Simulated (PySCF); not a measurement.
Write Cartesian coordinates for InChI=1S/C3H9NP2Si/c1-2-7(5,6)3-4/h2,5-6H2,1H3 as optimised with GFN2-xTB.

```
atom  x, y, z in Å
C1    -1.961   -1.015   -0.011
C2    -0.529   -1.227   -0.486
Si3    0.581    0.287   -0.112
P4     2.507    0.147   -1.292
P5    -0.572    2.159   -0.647
C6     0.931    0.246    1.739
N7     1.163    0.264    2.861
H8    -2.590   -1.857   -0.291
H9    -1.996   -0.906    1.071
H10   -2.378   -0.113   -0.459
H11   -0.117   -2.124   -0.020
H12   -0.526   -1.400   -1.563
H13    3.167    1.109   -0.547
H14    3.024   -0.883   -0.528
H15    0.451    3.034   -0.321
H16   -1.162    2.288    0.598
```

Orientation and origin are arbitrary. Atoms count from 1 in this order. P4 (three-coordinate phosphorus) is pyramidal (angles 94.7°, 94.4° and 92.4°, sum 281.5°, 0.84 Å off the plane of its three neighbours). Si3 (four-coordinate silicon) is tetrahedral (angles from 106.4° to 111.2°). The 2 C–Si bonds span 1.884 Å (Si3–C6, drawn single) to 1.914 Å (C2–Si3, drawn single), a spread of 0.030 Å. Of the pairs four or more bonds apart, P5···H10 is among the closest relative to their van der Waals radii: 2.91 Å, 97 % of the sum of Bondi's values.

Bonds between heavy atoms (Å): C1–C2 1.523, C2–Si3 1.914, Si3–P4 2.263, Si3–P5 2.263, Si3–C6 1.884, C6≡N7 1.146.

Structure optimised with GFN2-xTB, isolated species.

Point group: C1 (no symmetry element, even within 0.4 Å). No frequency check. The numbers are those of one conformer (C1–C2–Si3–P4 -165°, C2–Si3–P4–H -165° and -72°, C2–Si3–P5–H -178° and 89°).

All values are computed, not measured.
